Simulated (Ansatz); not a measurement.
The same group exchange along the group O, S, Se.

Computed with Ansatz on PBE0-D4/def2-TZVP structures; ΔE is electronic, products minus reactants. CBS: MP2 limit from def2 TZ/QZ plus the TZ coupled-cluster correction, frozen cores. For Se outer-core shells are correlated without core-valence functions, which leaves a few kJ/mol of doubt a bond. Scalar relativity is left out up to krypton. Each species was taken in one conformer, which may not be the lowest.

```
                                                                       reaction  MP2/CBS(def2) (kJ/mol)  CCSD(T)/CBS(def2) (kJ/mol)
       `N[SiH2]O[SiH3]` + `F[SiH2][SiH3]` → `N[SiH2][SiH](F)[SiH3]` + `O[SiH3]`                     143                         137
       `N[SiH2]S[SiH3]` + `F[SiH2][SiH3]` → `N[SiH2][SiH](F)[SiH3]` + `[SiH3]S`                      95                          84
`N[SiH2][Se][SiH3]` + `F[SiH2][SiH3]` → `N[SiH2][SiH](F)[SiH3]` + `[SiH3][SeH]`                     101                          89
```

Largest T1 diagnostic: 0.013, for `N[SiH2][SiH](F)[SiH3]`.
